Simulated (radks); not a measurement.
Spin polarisation of the 4f9 shell in Tb+. Start: [Xe] 4f(up 4.5, down 4.5) 6s(up 0.5, down 0.5); electrons of 4f are moved from spin down to spin up, other shells keep equal spins. All-electron calculation, non-relativistic Kohn-Sham, TPSS, spin-polarised, spherical densities, point nucleus; meta-GGA in the generalised Kohn-Sham scheme. Program: a radial shooting solver on a logarithmic mesh with Libxc functionals.

moment (Bohr magnetons)  E - E(0) (eV)  e(4f up) (eV)  e(4f down) (eV)  6s down minus up (eV)
0                                0.000        -12.698          -12.698                  0.000
1                               -0.201        -13.085          -12.281                  0.031
2                               -0.804        -13.440          -11.832                  0.063
3                               -1.808        -13.762          -11.352                  0.094
4                               -3.214        -14.051          -10.839                  0.127
5                               -5.020        -14.305          -10.292                  0.160

At moment 5 the spin-polarisation energy is -5.020 eV and the 4f exchange splitting 4.013 eV, that is 0.803 eV per Bohr magneton; E = -I m^2/4 would give I = 0.803 eV.
